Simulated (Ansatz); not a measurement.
Gas-phase electronic energies from Ansatz, PBE0-D4/def2-TZVP geometries. CCSD(T)/CBS is the MP2 limit (def2-TZVPP, def2-QZVPP) plus CCSD(T) − MP2 in def2-TZVPP, frozen cores. Functionals use def2-TZVPP. For Ge outer-core shells are correlated without core-valence functions, which leaves a few kJ/mol of doubt a bond. Scalar relativity is left out up to krypton. One conformer a species, not always the lowest.

`BS[SiH](C)Cl` + `S[CH2][GeH3]` → `BS[CH2][GeH3]` + `C[SiH](S)Cl`  (ligand exchange at a B–S bond)

Task: Is it downhill or uphill in electronic energy at CCSD(T)/CBS, and by how much? (Estimate.)

Result: Ansatz gave: Downhill: ΔE = -15.6 kJ/mol.

Task: What do these levels give: PBE-D4, PBE0-D4, B2PLYP, HF/def2-TZVPP, HF/def2-QZVPP, MP2/def2-QZVPP? (An estimate is asked.)

Result: The calculation gave: PBE-D4 -18.7, PBE0-D4 -16.9, B2PLYP -17.2, HF/def2-TZVPP -13.2, HF/def2-QZVPP -12.9, MP2/def2-QZVPP -15.4 kJ/mol.

Largest T1 diagnostic among the species: 0.013.
